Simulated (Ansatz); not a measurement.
Program: Ansatz. Geometries: PBE0-D4/def2-TZVP. ΔE: electronic, gas phase. CCSD(T)/CBS adds triple-zeta CCSD(T) − MP2 to the extrapolated MP2 energy (def2 sets, frozen cores). This one scheme is used for every species. DFT in def2-TZVPP. HSE06 is defined as in plane-wave codes. One conformer a species, not always the lowest.

Reaction (ligand exchange at a B–O bond): `BOBF` + `[NH2][AlH2]` → `B[NH][AlH2]` + `OBF`

```json
{"level": "PBE-D4", "ΔE (kJ/mol)": "-20.6", "difference from CCSD(T)/CBS": "-7.6"}
{"level": "HSE06-D4", "ΔE (kJ/mol)": "-18.6", "difference from CCSD(T)/CBS": "-5.6"}
{"level": "ωB97X-V", "ΔE (kJ/mol)": "-13.0", "difference from CCSD(T)/CBS": "0.0"}
{"level": "B2PLYP", "ΔE (kJ/mol)": "-12.8", "difference from CCSD(T)/CBS": "0.2"}
{"level": "revPBE", "ΔE (kJ/mol)": "-18.6", "difference from CCSD(T)/CBS": "-5.6"}
{"level": "CAM-B3LYP", "ΔE (kJ/mol)": "-11.0", "difference from CCSD(T)/CBS": "2.0"}
{"level": "HF/def2-SVP", "ΔE (kJ/mol)": "-7.5", "difference from CCSD(T)/CBS": "5.5"}
{"level": "CCSD(T)/def2-SVP", "ΔE (kJ/mol)": "-18.8", "difference from CCSD(T)/CBS": "-5.8"}
{"level": "HF/def2-QZVPP", "ΔE (kJ/mol)": "-0.1", "difference from CCSD(T)/CBS": "12.9"}
{"level": "MP2/CBS(def2)", "ΔE (kJ/mol)": "-13.8", "difference from CCSD(T)/CBS": "-0.8"}
{"level": "CCSD(T)/CBS", "ΔE (kJ/mol)": "-13.0", "difference from CCSD(T)/CBS": "0"}
```

Largest T1 diagnostic among the species: 0.013.

Leaving LDA and LC-ωPBE aside and taking each functional with its dispersion term where it has one, the values, not all of them listed here, spread over 10.4 kJ/mol, from revPBE-D4 to BHLYP-D4. From BLYP to BHLYP (50 % exact exchange), in def2-TZVPP and without D4, ΔE moves by +4.1 kJ/mol. In def2-TZVPP, CCSD(T) changes the Hartree–Fock value by −13.7 kJ/mol (the triples alone add −2.0 kJ/mol) and MP2 by −14.5 kJ/mol.
